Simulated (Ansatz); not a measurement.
Born–Oppenheimer molecular dynamics of CH7ClOSi2 (12 atoms, charge 0, multiplicity 1). It starts from a relaxed structure.

Theory: RKS BHLYP/STO-3G (Ansatz).

| Property | Result |
| --- | --- |
| ensemble | NVE (velocity Verlet) |
| time step | 0.25 fs |
| steps asked | 203 |
| starting velocities drawn for | 300 K |
| seed | 955173 |

First frame:

```xyz
12
Properties=species:S:1:pos:R:3
O 0.478 -0.252 2.572
C -0.253 -0.359 1.318
Si 0.836 0.323 -0.061
Si -0.213 0.144 -2.051
Cl -2.108 1.056 -1.957
H -0.177 -0.618 3.247
H -1.199 0.203 1.354
H -0.522 -1.405 1.101
H 1.151 1.696 0.199
H 2.056 -0.426 -0.130
H -0.458 -1.216 -2.439
H 0.486 0.799 -3.119
```

(1) How far do the bonds stretch over the last three quarters of this one trajectory? (Pairs bonded in most of those frames.)

Answers

(1) 
```
   bond  mean (Å)  spread (Å)  shortest  longest
  O1–C2     1.465       0.008      1.44     1.47
  O1–H6     1.009       0.012      0.99     1.03
 C2–Si3     1.910       0.039      1.85     1.96
  C2–H7     1.101       0.007      1.09     1.11
  C2–H8     1.104       0.017      1.08     1.13
Si3–Si4     2.273       0.026      2.25     2.31
 Si3–H9     1.432       0.020      1.40     1.46
Si3–H10     1.434       0.009      1.42     1.45
Si4–Cl5     2.104       0.013      2.09     2.12
Si4–H11     1.435       0.022      1.40     1.47
Si4–H12     1.439       0.022      1.40     1.47
```

Mean temperature of the second half: 146 K. The conserved energy stayed within 0.028 meV per atom of its start (net change 0.026 meV per atom), so the integration is sound. The temperature averaged 0.49 of the 300 K drawn at the start: a run that starts near a minimum puts about half its kinetic energy into the potential. A run of 0.051 ps of so small a system gives no equilibrium averages. Limits of this set-up: minimal basis.

The run took 10 min on 1 thread of Intel(R) Xeon(R) Platinum 8259CL CPU @ 2.50GHz (Skylake/Cascade Lake), on a shared host, peak memory 0.12 GiB.
